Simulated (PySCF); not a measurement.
PySCF 2.14 output of an unrestricted PBE0 calculation on a single atom or ion in cc-pVDZ-X2C (8s7p5d3f1g, 84 functions), with the spin-free X2C one-electron Hamiltonian (Gaussian nucleus):

```
SCF conv_tol = 1e-09
number electrons alpha = 36  beta = 28
    C. Adamo and V. Barone.,  J. Chem. Phys. 110, 6158 (1999)
    M. Ernzerhof and G. E. Scuseria.,  J. Chem. Phys. 110, 5029 (1999)
cycle= 1 E= -11270.4528711846  delta_E= -0.0129  |g|= 0.133  |ddm|= 0.637
cycle= 2 E= -11270.4521592176  delta_E= 0.000712  |g|= 0.153  |ddm|= 0.243
cycle= 3 E= -11270.4556484476  delta_E= -0.00349  |g|= 0.0113  |ddm|= 0.104
cycle= 4 E= -11270.4558551263  delta_E= -0.000207  |g|= 0.00347  |ddm|= 0.0484
cycle= 5 E= -11270.4560599447  delta_E= -0.000205  |g|= 0.00235  |ddm|= 0.0604
cycle= 6 E= -11270.4562207238  delta_E= -0.000161  |g|= 0.000799  |ddm|= 0.111
cycle= 7 E= -11270.4562217838  delta_E= -1.06e-06  |g|= 0.000175  |ddm|= 0.0092
cycle= 8 E= -11270.4562219376  delta_E= -1.54e-07  |g|= 4.75e-05  |ddm|= 0.00257
cycle= 9 E= -11270.4562219516  delta_E= -1.4e-08  |g|= 9.2e-06  |ddm|= 0.0012
cycle= 10 E= -11270.4562219518  delta_E= -2.98e-10  |g|= 2.45e-06  |ddm|= 0.000175
converged SCF energy = -11270.4562219518  <S^2> = 20.125329  2S+1 = 9.027808
```

The run itself started from symmetry-adapted Hartree-Fock orbitals and held the occupation by maximum overlap, on a logarithmic radial grid, so the iterations belong to that start.

Which element, charge and spin multiplicity is this?

Gd (gadolinium, neutral), multiplicity 9; the state was [Xe] 4f7 5d1 6s2, high-spin 9D determinant.

Spin-orbit coupling, absent here, splits the open shell strongly. ⟨S²⟩ = 20.13 against 20.00 shows spin contamination.
